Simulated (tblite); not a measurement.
Input of a run (GFN2-xTB geometry optimisation, gas phase (tblite 0.8.0)), started from a force field or distance geometry:
```
{"job": {"kind": "relax", "xc": "GFN2-xTB", "basis": "xTB"}, "charge": 0, "multiplicity": 2}
C      3.228000    -0.282700     0.147100
C      2.007700    -0.089800     0.239200
C      0.597800     0.129600     0.347700
C     -0.311600    -0.822400     0.145900
C     -1.667200    -0.218300     0.342300
C     -1.396900     1.209000     0.646100
C     -0.078600     1.382300     0.642800
H      4.271000    -0.427600     0.081400
H     -0.087300    -1.884700    -0.088900
H     -2.159500    -0.640600     1.260500
H     -2.309100    -0.363000    -0.536700
H     -2.093100     2.007700     0.853100
```

Output (eV, eV/Å):
```
step      E/eV     max force
  0    -470.95867    3.574
  1    -470.85570    8.703
  2    -471.10972    1.449
  3    -471.13829    0.901
  4    -471.15569    0.279
  5    -471.16638    0.258
  6    -471.17083    0.196
  7    -471.17433    0.163
  8    -471.17592    0.106
  9    -471.17689    0.080
 10    -471.17773    0.098
 11    -471.17855    0.109
 12    -471.17913    0.074
 13    -471.17953    0.065
 14    -471.17983    0.044
 15    -471.18008    0.043
 16    -471.18029    0.037
 17    -471.18055    0.047
 18    -471.18088    0.050
 19    -471.18127    0.052
 20    -471.18162    0.055
 21    -471.18187    0.049
 22    -471.18204    0.040
 23    -471.18220    0.040
 24    -471.18237    0.033
 25    -471.18254    0.039
 26    -471.18269    0.035
 27    -471.18280    0.021
 28    -471.18286    0.016
 29    -471.18290    0.017
 30    -471.18294    0.023
 31    -471.18301    0.023
 32    -471.18307    0.020
 33    -471.18311    0.016
 34    -471.18313    0.015
 35    -471.18316    0.014
 36    -471.18318    0.016
 37    -471.18321    0.016
 38    -471.18324    0.020
 39    -471.18327    0.019
 40    -471.18330    0.013
 41    -471.18331    0.007
```

Task: Summarise the run.

Result: The energy falls by 21.7 kJ/mol over 41 L-BFGS steps, the largest force on an atom goes from 3.57 to 0.007 eV/Å, and the atoms move by 0.064 Å rms after alignment. The bond that changes most is C1≡C2 (ends: carbon bonded to C and H; carbon bonded to 2 C), which shortens by 0.038 Å. Bonds longer at the end by more than 0.005 Å: 2 of 12; shorter: 8. Among the angles that change most is C7–C6–H12, from 122.9° to 129.3°. The energy rose by more than 1e-5 eV at step 1.

Task: What are the final bond lengths?

Result: C1≡C2 1.201 Å, C2–C3 1.405 Å, C3=C4 1.352 Å, C4–C5 1.497 Å, C5–C6 1.512 Å, C6=C7 1.322 Å, C3–C7 1.450 Å, C1–H8 1.049 Å, C4–H9 1.075 Å, C5–H10 1.093 Å, C5–H11 1.093 Å, C6–H12 1.072 Å. Numbering counts from 1 in the input's order; the species is `C#CC1=CCC=[C]1` [radical].

Time: 0.14 s of wall time. Hardware: one thread, Arm Neoverse V2 (aarch64), shared host with 96 logical CPUs at a one-minute load of 60.

Its GFN2-xTB frequencies are all real (lowest 142 cm⁻¹).

All values are computed, not measured.
